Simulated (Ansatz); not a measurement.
A structure relaxed at r2SCAN-D4/def2-SVP in Ansatz, charge 1, singlet:

```
atom    x (Å)    y (Å)    z (Å)
  B1   0.8870   1.1146  -1.2030
  B2   0.0977   1.1693   1.6485
  B3   1.1005   1.4735   0.3555
  B4   1.2898   0.0304   1.2116
  B5   1.1717  -0.5435  -1.5265
  B6  -1.5280  -0.5044  -0.9577
  B7  -0.3517   0.1827  -1.8220
  B8   1.9279   0.1430  -0.2661
  B9  -0.2945  -0.5450   1.4102
 B10  -1.8858  -0.3253   0.6585
 B11  -1.4244   0.7981   1.6482
 B12  -0.1672  -1.4338  -1.3129
 B13  -0.8229  -1.5597   0.1558
```

Q: Give its formula and point group.

A: B13⁺ (the lowest singlet isomer of a short search). Point group Cs (tolerance 0.1 Å).

Q: Summarise the bond lengths by kind (pairs closer than 1.2 times the sum of covalent radii, bridged metal pairs left out).

A: 26 × B–B 1.57 to 1.77 Å.

The structure comes from a short search, and lower isomers may exist.
